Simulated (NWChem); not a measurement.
System: C₂H₅BO₃; SMILES CC(=O)B(O)O

Input file for NWChem:

```
start job
memory heap 200 mb stack 900 mb global 1100 mb
geometry units angstroms
  C     -1.862051    -0.450169    -0.493215
  C     -0.698119    -0.217176     0.446158
  O     -0.819177    -0.341065     1.643584
  B      0.686695     0.201732    -0.282701
  O      1.512569    -0.791756    -0.667545
  O      0.910258     1.514904    -0.486677
  H     -2.041780     0.462563    -1.060835
  H     -2.754387    -0.725572     0.063138
  H     -1.598197    -1.236221    -1.194038
  H      2.343783    -0.550432    -1.082671
  H      1.737451     1.771626    -0.900596
end
basis spherical
  * library def2-svp
end
dft
  xc pbe0
  iterations 150
end
driver
  maxiter 120
end
task dft optimize
task dft freq
```

NWChem printed, in part:

```
             Northwest Computational Chemistry Package (NWChem) 7.3.0
             --------------------------------------------------------

 C1  symmetry detected

                             Geometry "geometry" -> ""
                             -------------------------

 Output coordinates in angstroms (scale by  1.889725989 to convert to a.u.)

  No.       Tag          Charge          X              Y              Z
 ---- ---------------- ---------- -------------- -------------- --------------
    1 C                    6.0000    -0.02816854     1.55277483    -1.15911940
    2 C                    6.0000     0.00411136     0.83616257     0.17387346
    3 O                    8.0000     0.02903742     1.44683429     1.21804360
    4 B                    5.0000     0.00182326    -0.78072988     0.07346062
    5 O                    8.0000    -1.19484991    -1.40071208     0.04541472
    6 O                    8.0000     1.19540711    -1.40100719    -0.00790863
    7 H                    1.0000     0.84196626     1.24925408    -1.74076814
    8 H                    1.0000    -0.02364180     2.63023152    -1.01522504
    9 H                    1.0000    -0.91838419     1.24947213    -1.70149669
   10 H                    1.0000    -1.20384176    -2.35977795     0.00547235
   11 H                    1.0000     1.20237135    -2.36007491    -0.04820742

 Effective nuclear repulsion energy (a.u.)     218.5173656461

                                Z-matrix (autoz)
                                --------

 Units are Angstrom for bonds and degrees for angles

[...]

      ----------------------
      Optimization converged
      ----------------------

  Step       Energy      Delta E   Gmax     Grms     Xrms     Xmax
  ---- ---------------- -------- -------- -------- -------- --------
@    9    -329.22676741 -2.8D-07  0.00006  0.00002  0.00042  0.00123
                                     ok       ok       ok       ok

                                Z-matrix (autoz)
                                --------

 Units are Angstrom for bonds and degrees for angles

[...]

 Rotational Constants
 --------------------
 A=   0.172921 cm-1  (  0.248789 K)
 B=   0.081098 cm-1  (  0.116680 K)
 C=   0.079271 cm-1  (  0.114050 K)

 Temperature                      =   298.15K
 frequency scaling parameter      =   1.0000

 Zero-Point correction to Energy  =   50.560 kcal/mol  (  0.080572 au)
 Thermal correction to Energy     =   54.555 kcal/mol  (  0.086939 au)
 Thermal correction to Enthalpy   =   55.147 kcal/mol  (  0.087883 au)

 Total Entropy                    =   78.540 cal/mol-K
   - Translational                =   39.320 cal/mol-K (mol. weight =  88.0332)
   - Rotational                   =   26.764 cal/mol-K (symmetry #  =        1)
   - Vibrational                  =   12.456 cal/mol-K

 Cv (constant volume heat capacity) =   22.134 cal/mol-K
   - Translational                  =    2.979 cal/mol-K
   - Rotational                     =    2.979 cal/mol-K
   - Vibrational                    =   16.175 cal/mol-K

[normal modes left out]

 ----------------------------------------------------------------------------
 Normal Eigenvalue ||           Projected Infra Red Intensities
  Mode   [cm**-1]  || [atomic units] [(debye/angs)**2] [(KM/mol)] [arbitrary]
 ------ ---------- || -------------- ----------------- ---------- -----------
    1      -18.073 ||    0.003509           0.081         3.421       0.786
    2       -0.000 ||    0.002529           0.058         2.466       0.567
    3        0.000 ||    0.002101           0.048         2.048       0.471
    4        0.000 ||    0.000813           0.019         0.793       0.182
    5        0.000 ||    0.000106           0.002         0.103       0.024
    6        0.000 ||    0.002290           0.053         2.232       0.513
    7        0.000 ||    0.002382           0.055         2.322       0.534
    8      135.285 ||    0.000261           0.006         0.255       0.059
    9      160.697 ||    0.014630           0.338        14.262       3.278
   10      198.692 ||    0.000834           0.019         0.813       0.187
   11      334.790 ||    0.000182           0.004         0.178       0.041
   12      454.543 ||    0.000219           0.005         0.214       0.049
   13      501.801 ||    0.051953           1.199        50.647      11.640
   14      555.360 ||    0.199852           4.611       194.825      44.777
   15      572.297 ||    0.005098           0.118         4.970       1.142
   16      680.928 ||    0.055308           1.276        53.917      12.392
   17      699.572 ||    0.020776           0.479        20.254       4.655
   18      926.961 ||    0.211280           4.874       205.966      47.337
   19      942.607 ||    0.009166           0.211         8.936       2.054
   20      997.807 ||    0.000000           0.000         0.000       0.000
   21     1015.266 ||    0.076005           1.754        74.094      17.029
   22     1157.323 ||    0.059602           1.375        58.103      13.354
   23     1340.168 ||    0.053018           1.223        51.685      11.879
   24     1412.009 ||    0.020862           0.481        20.338       4.674
   25     1424.696 ||    0.042482           0.980        41.413       9.518
   26     1436.138 ||    0.000072           0.002         0.070       0.016
   27     1463.702 ||    0.414285           9.558       403.866      92.820
   28     1825.927 ||    0.135811           3.133       132.395      30.428
   29     3045.935 ||    0.001258           0.029         1.227       0.282
   30     3137.512 ||    0.003108           0.072         3.030       0.696
   31     3180.202 ||    0.005104           0.118         4.976       1.144
   32     3891.139 ||    0.009408           0.217         9.171       2.108
   33     3892.713 ||    0.068588           1.582        66.863      15.367
 ----------------------------------------------------------------------------

 ===============================================================================
      Negative Nuclear Hessian Mode    1  Eigenvalue =    -18.07 cm**(-1)
 -------------------------------------------------------------------------------
   Raw step length:  0.230 angstroms ;  The Raw step for this mode is:
    1 C                    6.0000    -0.06609984    -0.00001512     0.00156122
    2 C                    6.0000     0.00702457     0.00000112    -0.00014635
    3 O                    8.0000     0.06064299     0.00001859    -0.00142241
    4 B                    5.0000     0.00323331    -0.00000249    -0.00006802
    5 O                    8.0000    -0.00203614     0.00710018    -0.06361498
    6 O                    8.0000     0.00069897    -0.00710272     0.06362519
    7 H                    1.0000    -0.10281896     0.00035465    -0.04977336
    8 H                    1.0000    -0.05290361    -0.00001271     0.00127620
    9 H                    1.0000    -0.10041765    -0.00040403     0.05451864
   10 H                    1.0000    -0.00981278     0.00697829    -0.06069487
   11 H                    1.0000    -0.00719430    -0.00697703     0.06098251

  Geometry after  100.0% step for mode  1; Step length =  0.230 angstroms
   Maximum component (any atom: x,y, or z) displacement:  0.194
    1 C                    6.0000    -0.09321056     1.60278733    -1.17756406
    2 C                    6.0000     0.00988968     0.79850257     0.09482692
    3 O                    8.0000     0.08932384     1.32913846     1.18654241
    4 B                    5.0000     0.00445530    -0.80715460     0.04197022
    5 O                    8.0000    -1.20938041    -1.41880341    -0.00223567
    6 O                    8.0000     1.20971932    -1.43389531     0.07294545
    7 H                    1.0000     0.74105384     1.34639140    -1.85469117
    8 H                    1.0000    -0.07528220     2.67766569    -0.94889698
    9 H                    1.0000    -1.02601228     1.34446417    -1.70966229
   10 H                    1.0000    -1.19580840    -2.38095068     0.03801567
   11 H                    1.0000     1.18139900    -2.39577949     0.10853269

  Geometry after -100.0% step for mode  1; Step length =  0.230 angstroms
   Maximum component (any atom: x,y, or z) displacement:  0.194
    1 C                    6.0000     0.03898911     1.60281756    -1.18068651
    2 C                    6.0000    -0.00415946     0.79850034     0.09511962
    3 O                    8.0000    -0.03196214     1.32910129     1.18938724
    4 B                    5.0000    -0.00201133    -0.80714962     0.04210626
    5 O                    8.0000    -1.20530813    -1.43300376     0.12499430
    6 O                    8.0000     1.20832138    -1.41968988    -0.05430494
    7 H                    1.0000     0.94669175     1.34568210    -1.75514444
    8 H                    1.0000     0.03052503     2.67769112    -0.95144938
    9 H                    1.0000    -0.82517699     1.34527223    -1.81869957
   10 H                    1.0000    -1.17618284    -2.39490726     0.15940541
   11 H                    1.0000     1.19578760    -2.38182543    -0.01343232

  Geometry after   50.0% step for mode  1; Step length =  0.115 angstroms
   Maximum component (any atom: x,y, or z) displacement:  0.097
    1 C                    6.0000    -0.06016065     1.60279489    -1.17834467
    2 C                    6.0000     0.00637740     0.79850201     0.09490009
    3 O                    8.0000     0.05900235     1.32912917     1.18725362
    4 B                    5.0000     0.00283864    -0.80715336     0.04200423
    5 O                    8.0000    -1.20836234    -1.42235349     0.02957182
    6 O                    8.0000     1.20936983    -1.43034395     0.04113285
    7 H                    1.0000     0.79246331     1.34621407    -1.82980449
    8 H                    1.0000    -0.04883039     2.67767204    -0.94953508
    9 H                    1.0000    -0.97580346     1.34466619    -1.73692161
   10 H                    1.0000    -1.19090201    -2.38443983     0.06836311
   11 H                    1.0000     1.18499615    -2.39229098     0.07804144

  Geometry after  -50.0% step for mode  1; Step length =  0.115 angstroms
   Maximum component (any atom: x,y, or z) displacement:  0.097
    1 C                    6.0000     0.00593919     1.60281001    -1.17990589
    2 C                    6.0000    -0.00064718     0.79850090     0.09504644
    3 O                    8.0000    -0.00164065     1.32911058     1.18867604
    4 B                    5.0000    -0.00039467    -0.80715087     0.04207225
    5 O                    8.0000    -1.20632620    -1.42945367     0.09318680
    6 O                    8.0000     1.20867087    -1.42324124    -0.02249234
    7 H                    1.0000     0.89528227     1.34585943    -1.78003113
    8 H                    1.0000     0.00407322     2.67768476    -0.95081128
    9 H                    1.0000    -0.87538581     1.34507022    -1.79144025
   10 H                    1.0000    -1.18108923    -2.39141812     0.12905798
   11 H                    1.0000     1.19219045    -2.38531395     0.01705893

  Geometry after  102.9% step for mode  1; Step length =  0.237 angstroms
   Maximum component (any atom: x,y, or z) displacement:  0.200
    1 C                    6.0000    -0.09514980     1.60278689    -1.17751826
    2 C                    6.0000     0.01009577     0.79850260     0.09482262
    3 O                    8.0000     0.09110298     1.32913901     1.18650068
    4 B                    5.0000     0.00455016    -0.80715467     0.04196823
    5 O                    8.0000    -1.20944014    -1.41859510    -0.00410200
    6 O                    8.0000     1.20973983    -1.43410369     0.07481208
    7 H                    1.0000     0.73803734     1.34640180    -1.85615142
    8 H                    1.0000    -0.07683428     2.67766531    -0.94885954
    9 H                    1.0000    -1.02895833     1.34445232    -1.70806282
   10 H                    1.0000    -1.19609628    -2.38074595     0.03623501
   11 H                    1.0000     1.18118794    -2.39598418     0.11032179

  Geometry after -102.9% step for mode  1; Step length =  0.237 angstroms
   Maximum component (any atom: x,y, or z) displacement:  0.200
    1 C                    6.0000     0.04092834     1.60281801    -1.18073231
    2 C                    6.0000    -0.00436555     0.79850031     0.09512391
    3 O                    8.0000    -0.03374128     1.32910074     1.18942897
    4 B                    5.0000    -0.00210619    -0.80714955     0.04210825
    5 O                    8.0000    -1.20524839    -1.43321207     0.12686063
    6 O                    8.0000     1.20830087    -1.41948150    -0.05617157
    7 H                    1.0000     0.94970824     1.34567170    -1.75368420
    8 H                    1.0000     0.03207711     2.67769149    -0.95148682
    9 H                    1.0000    -0.82223094     1.34528409    -1.82029903
   10 H                    1.0000    -1.17589495    -2.39511199     0.16118607
   11 H                    1.0000     1.19599866    -2.38162074    -0.01522142

  Geometry after   51.5% step for mode  1; Step length =  0.118 angstroms
   Maximum component (any atom: x,y, or z) displacement:  0.100
    1 C                    6.0000    -0.06113026     1.60279467    -1.17832177
    2 C                    6.0000     0.00648044     0.79850203     0.09489794
    3 O                    8.0000     0.05989191     1.32912944     1.18723275
    4 B                    5.0000     0.00288607    -0.80715339     0.04200323
    5 O                    8.0000    -1.20839221    -1.42224934     0.02863865
    6 O                    8.0000     1.20938009    -1.43044814     0.04206616
    7 H                    1.0000     0.79095507     1.34621928    -1.83053461
    8 H                    1.0000    -0.04960643     2.67767186    -0.94951636
    9 H                    1.0000    -0.97727648     1.34466026    -1.73612188
   10 H                    1.0000    -1.19104595    -2.38433746     0.06747278
   11 H                    1.0000     1.18489062    -2.39239332     0.07893599

  Geometry after  -51.5% step for mode  1; Step length =  0.118 angstroms
   Maximum component (any atom: x,y, or z) displacement:  0.100
    1 C                    6.0000     0.00690881     1.60281023    -1.17992880
    2 C                    6.0000    -0.00075022     0.79850088     0.09504859
    3 O                    8.0000    -0.00253021     1.32911031     1.18869690
    4 B                    5.0000    -0.00044210    -0.80715083     0.04207325
    5 O                    8.0000    -1.20629633    -1.42955782     0.09411997
    6 O                    8.0000     1.20866061    -1.42313705    -0.02342566
    7 H                    1.0000     0.89679052     1.34585422    -1.77930100
    8 H                    1.0000     0.00484926     2.67768494    -0.95083000
    9 H                    1.0000    -0.87391279     1.34507614    -1.79223998
   10 H                    1.0000    -1.18094528    -2.39152048     0.12994831
   11 H                    1.0000     1.19229598    -2.38521160     0.01616438
```

Level: PBE0/def2-SVP.
